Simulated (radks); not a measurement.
The numbers below are computed, except where a source is named.
Species: Ta3+. Configuration: [Kr] 4d10 4f14 5s2 5p4 5d2 6d2 (not the ground configuration). Level of theory: scalar-relativistic Kohn-Sham, PBE, spin-unpolarised, spherical densities, finite nucleus; Fermi nuclear charge, rms radius 5.3507 fm (a radial shooting solver on a logarithmic mesh with Libxc functionals).

Unscreened Slater integrals over Kohn-Sham orbitals (hartree). Empty in this configuration: 6s.

integral,value
"F0(6d,6d)",0.22718
"F2(6d,6d)",0.12439
"F4(6d,6d)",0.086037
"F0(6d,5d)",0.28428
"F2(6d,5d)",0.078442
"F4(6d,5d)",0.037538
"G0(6d,5d)",0.018570
"G2(6d,5d)",0.024842
"G4(6d,5d)",0.020858
"F0(6d,4f)",0.30869
"F2(6d,4f)",0.034249
"F4(6d,4f)",0.014717
"G1(6d,4f)",0.010430
"G3(6d,4f)",0.010192
"G5(6d,4f)",0.0082595
"F0(6d,5p)",0.29434
"F2(6d,5p)",0.064304
"G1(6d,5p)",0.036539
"G3(6d,5p)",0.026141
"F0(6d,6s)",0.26539
"G2(6d,6s)",0.057469
"F0(5d,5d)",0.55146
"F2(5d,5d)",0.29350
"F4(5d,5d)",0.19662
"F0(5d,4f)",0.69859
"F2(5d,4f)",0.17840
"F4(5d,4f)",0.086934
"G1(5d,4f)",0.072233
"G3(5d,4f)",0.063349
"G5(5d,4f)",0.049497
"F0(5d,5p)",0.61917
"F2(5d,5p)",0.31257
"G1(5d,5p)",0.37506
"G3(5d,5p)",0.23392
"F0(5d,6s)",0.41948
"G2(5d,6s)",0.10297
"F0(4f,4f)",1.4712
"F2(4f,4f)",0.70789
"F4(4f,4f)",0.44583
"F6(4f,4f)",0.32122
"F0(4f,5p)",0.88425
"F2(4f,5p)",0.29100
"G2(4f,5p)",0.13249
"G4(4f,5p)",0.10656
"F0(4f,6s)",0.47639
"G3(4f,6s)",0.019968
"F0(5p,5p)",0.72900
"F2(5p,5p)",0.39585
"F0(5p,6s)",0.44271
"G1(5p,6s)",0.041299
"F0(6s,6s)",0.36409

Derived for the open shells (J is the average intra-shell exchange parameter used in DFT+U). 5p: J = F2/5 = 0.07917 hartree. 5d: Racah B = F2/49 - 5 F4/441 = 0.003761 hartree, C = 35 F4/441 = 0.01561 hartree, C/B = 4.15, F4/F2 = 0.670, J = (F2 + F4)/14 = 0.03501 hartree. 6d: Racah B = F2/49 - 5 F4/441 = 0.001563 hartree, C = 35 F4/441 = 0.006828 hartree, C/B = 4.37, F4/F2 = 0.692, J = (F2 + F4)/14 = 0.01503 hartree.
